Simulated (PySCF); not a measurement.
NMR data simulated for an unnamed compound:

$^{1}$H NMR (400 MHz, computed): δ 3.68 (s, 3H), 3.33 (m, 1H), 3.13 (m, 1H), 1.08 (m, 1H), 0.98 (m, 1H).

$^{13}$C{$^{1}$H} NMR (computed): δ 116.8 (C), 53.2 (CH3), 6.1 (CH2).

- structure optimised with GFN2-xTB
- PBE0/pcSseg-1 with gauge-including orbitals
- program: PySCF
- one averaged value for each set of equivalent atoms, one conformer, no relativistic terms, gas phase

Referencing at the same level of theory: $^{1}$H, $^{13}$C vs TMS.

Problem. Which of these does the molecule contain: a methoxy group, a three-membered ring, a Si–H bond, an aldehyde, a vinyl group CH=CH2, a C≡C triple bond?

Solution. 
- A methoxy group: yes (δC 53.2; δH 3.68 (s)).
- A three-membered ring: yes.
- A Si–H bond: yes (δH 3.13 (m), 3.33 (m)).
- An aldehyde: no.
- A vinyl group CH=CH2: no.
- A C≡C triple bond: no.

The data belong to SMILES CO[C@@]1(F)C[SiH2]1, C3H7FOSi; they needn't prove each group on their own.

Carbon signals by region: 1 in the sp2 and nitrile region (100–160 ppm), 1 at 50–100 ppm, 1 below 50 ppm.

Splittings by $^{19}$F in the carbon and heteronuclear signals aren't shown, as no couplings were computed. Shifts are as computed. Against solution values, carbons near 30 ppm lie about +3 ppm off and those near 130 ppm about +5 ppm. Of 1211 compounds with measured shifts, 218 miss one by over three times the rms of a fit or turn the order of signals round; such compounds aren't used in these exercises. Multiplicities follow the n + 1 count of equivalent neighbours, as no J values were calculated; m marks all less simple cases, F and P coupling included.
